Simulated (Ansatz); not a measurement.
CH3O2 (SMILES O=C[OH2+]), charge +1, singlet, at a GFN2-xTB geometry. Base run: B3LYP/cc-pVDZ run with Ansatz (a quantum-chemistry and plane-wave program).

Ansatz was given this input:
Ansatz 0.2 input:
```yaml
crystal:
  periodic: [false, false, false]
  atoms:
    - {symbol: O, position_ang: [-0.99670430, -0.48679131, -0.02050171]}
    - {symbol: C, position_ang: [0.16260915, 0.52937802, -0.00703074]}
    - {symbol: O, position_ang: [1.22437017, 0.11575511, 0.11238354]}
    - {symbol: H, position_ang: [-0.70362568, -1.42889272, -0.05203392]}
    - {symbol: H, position_ang: [-0.30185128, 1.51257374, -0.07705403]}
    - {symbol: H, position_ang: [-1.79150481, -0.29165963, -0.56378237]}
basis:
  gaussian:
    orbitals: cc-pVDZ
hamiltonian:
  xc: b3lyp
total_charge: 1
```

The bond that is stretched is that between atoms 3 and 2. A test that says stable can miss a lower solution.

Each row names what was changed in the base input (with any setting that the change needs).

```tsv
change	ΔE vs base (mEh)	<S^2>	stability test says
base	0.000	0.000	minimum (restricted orbitals)
spin_polarized = on; lower_state_search = off	-0.010	0.000	undecided (no full test)
spin_polarized = on; lower_state_search = standard	-0.010	0.000	minimum
bond × 1.25	85.024	0.000	minimum (restricted orbitals)
spin_polarized = on; lower_state_search = off; bond × 1.25	85.014	0.000	undecided (no full test)
spin_polarized = on; lower_state_search = standard; bond × 1.25	85.014	0.000	minimum
bond × 1.5	209.5	0.000	minimum (restricted orbitals)
spin_polarized = on; lower_state_search = off; bond × 1.5	209.5	0.000	undecided (no full test)
spin_polarized = on; lower_state_search = standard; bond × 1.5	200.5	0.572	minimum
bond × 1.8	317.5	0.000	minimum (restricted orbitals)
spin_polarized = on; lower_state_search = off; bond × 1.8	317.5	0.000	undecided (no full test)
spin_polarized = on; lower_state_search = standard; bond × 1.8	282.5	1.217	minimum
bond × 2.2	387.3	0.000	minimum (restricted orbitals)
spin_polarized = on; lower_state_search = off; bond × 2.2	328.9	1.339	undecided (no full test)
spin_polarized = on; lower_state_search = standard; bond × 2.2	318.9	1.859	minimum
bond × 3.0	413.3	0.000	minimum (restricted orbitals)
spin_polarized = on; lower_state_search = off; bond × 3.0	333.5	1.397	undecided (no full test)
spin_polarized = on; lower_state_search = standard; bond × 3.0	328.8	2.004	minimum
```

Where a bond breaks into two radicals, a solution with restricted orbitals usually stops being the lowest and lies too high; an unrestricted one lies lower at the price of spin contamination, which <S^2> shows.
